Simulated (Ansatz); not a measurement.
Reaction (formal exchange of groups at a C–F bond): `FC1C=NC1` + `F[SiH3]` → `F[SiH2]C1C=NC1` + H–F

Calculated with Ansatz (gas phase, PBE0-D4/def2-TZVP geometries, no zero-point term in ΔE). CCSD(T)/CBS is the MP2 limit (def2-TZVPP, def2-QZVPP) plus CCSD(T) − MP2 in def2-TZVPP, frozen cores. This one scheme is used for every species. Functionals use def2-TZVPP. B3LYP here is the variant with VWN-RPA as its local correlation; programs differ in this. Each species was taken in one conformer, which may not be the lowest.

`FC1C=NC1`:

```xyz
9

F    -0.853   -0.300   -1.682
C    -0.431   -0.474   -0.390
C     1.043   -0.511   -0.123
N     1.102    0.456    0.714
C    -0.336    0.779    0.502
H    -0.994   -1.305    0.045
H     1.861   -1.157   -0.436
H    -0.928    0.801    1.420
H    -0.465    1.711   -0.049
```

`F[SiH3]`:

```xyz
5

F    -1.325   -0.807   -0.154
Si    0.034    0.021    0.004
H     1.049   -0.573   -0.897
H     0.474   -0.071    1.416
H    -0.232    1.430   -0.368
```

`F[SiH2]C1C=NC1`:

Cartesian coordinates in Å:
```
F 1.068 -0.441 2.539
Si 0.965 -0.822 0.986
C 0.155 0.566 0.044
C -1.325 0.731 0.196
N -1.715 0.368 -0.969
C -0.312 0.171 -1.391
H 0.147 -2.053 0.867
H 2.342 -1.056 0.483
H 0.747 1.483 0.116
H -1.958 1.040 1.026
H -0.007 0.865 -2.175
H -0.108 -0.852 -1.722
```

H–F:

```xyz
2

F     0.048   -0.430    0.156
H    -0.048    0.430   -0.156
```

```csv
level,ΔE (kJ/mol)
r2SCAN-D4,-81.9
B3LYP,-66.2
```

(1) What does CCSD(T)/CBS give? (Estimate.)

Largest T1 diagnostic among the species: 0.012.

## Answers

(1) Ansatz gave: -92.0 kJ/mol. The listed levels differ from it by 10.1, 25.8 kJ/mol.

The D4 term adds −11.6 kJ/mol with B3LYP and −6.5 kJ/mol with PBE0; it sums over pairs of atoms, weighted by their polarisabilities, and B3LYP, whose exchange is more repulsive, gets the larger term. From PBE to PBE0 (25 % exact exchange), in def2-TZVPP and without D4, ΔE moves by −3.5 kJ/mol. In def2-TZVPP, CCSD(T) changes the Hartree–Fock value by −31.3 kJ/mol (the triples alone add −3.3 kJ/mol) and MP2 by −46.3 kJ/mol.
